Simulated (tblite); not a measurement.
CH₂F₃OSi (charge -1).
Atom-mapped SMILES: `[OH:1][SiH-:2][C:3]([F:4])([F:5])[F:6]` (hydrogens: H7 on O1; H8 on Si2)

Computed with GFN2-xTB (tblite), gas phase: nudged elastic band of 9 images (0 to 8), spring 0.2 eV/Å², climbing image at the end, force threshold 0.05 eV/Å. No saddle search or frequency run followed, so the top image need not be a first-order saddle, and its height can exceed the method's true barrier by a kcal/mol or more.

The band describes a rotation about Si2–C3 (silicon bonded to C, O and H, CF3 carbon), followed by the dihedral O1–Si2–C3–F4, from the optimised start (-167°) to a second optimised geometry at -46°.

**Question.** How does the energy change from image to image?

**Answer.** 
```json
{"image": "0", "dihedral (°)": "-167", "E (eV)": "0.000", "Si2–C3 (Å)": "1.998", "O1···F4 (Å)": "4.04", "largest true force (eV/Å)": "0.01"}
{"image": "1", "dihedral (°)": "-152", "E (eV)": "0.009", "Si2–C3 (Å)": "2.002", "O1···F4 (Å)": "3.99", "largest true force (eV/Å)": "0.03"}
{"image": "2", "dihedral (°)": "-136", "E (eV)": "0.030", "Si2–C3 (Å)": "2.011", "O1···F4 (Å)": "3.93", "largest true force (eV/Å)": "0.03"}
{"image": "3", "dihedral (°)": "-120", "E (eV)": "0.049", "Si2–C3 (Å)": "2.017", "O1···F4 (Å)": "3.84", "largest true force (eV/Å)": "0.03"}
{"image": "4", "dihedral (°)": "-104", "E (eV)": "0.053", "Si2–C3 (Å)": "2.016", "O1···F4 (Å)": "3.73", "largest true force (eV/Å)": "0.03"}
{"image": "5", "dihedral (°)": "-88", "E (eV)": "0.041", "Si2–C3 (Å)": "2.008", "O1···F4 (Å)": "3.58", "largest true force (eV/Å)": "0.03"}
{"image": "6", "dihedral (°)": "-73", "E (eV)": "0.021", "Si2–C3 (Å)": "1.999", "O1···F4 (Å)": "3.43", "largest true force (eV/Å)": "0.03"}
{"image": "7", "dihedral (°)": "-58", "E (eV)": "0.005", "Si2–C3 (Å)": "1.994", "O1···F4 (Å)": "3.28", "largest true force (eV/Å)": "0.03"}
{"image": "8", "dihedral (°)": "-46", "E (eV)": "0.000", "Si2–C3 (Å)": "1.998", "O1···F4 (Å)": "3.16", "largest true force (eV/Å)": "0.01"}
```

Barriers of this band. The top is image 4 at -104°: 0.05 eV in either direction, as the ends lie within 0.002 eV of each other. The central bond is 0.018 Å longer at the top than at the start.

**Question.** What rate follows at 250 K for crossing this barrier forward?

**Answer.** Taking the electronic barrier for the free energy of activation (no zero-point or entropy terms, transmission 1), rate = (kT/h)·exp(−ΔE/kT) ≈ 4 × 10^11 s⁻¹, whose inverse is 2 × 10^-12 s. An error of 1 kcal/mol in the barrier changes this by a factor of 7, and the method and the loose band can each miss by that much or more. The barrier is only 2.5 kT, where transition-state theory is rough.

**Question.** How long is the path, and how are the images spaced?

**Answer.** Cartesian distances between aligned neighbours (all atoms, Å): 0.46, 0.45, 0.45, 0.45, 0.45, 0.44, 0.42, 0.34; the sum is 3.48 Å, and the top lies 52 % of the way along.

The cost below is that of the whole band run. Time: 1.2 s; peak memory 0.18 GiB. Hardware: an Arm Neoverse V2 with one thread, no GPU, on a shared host.
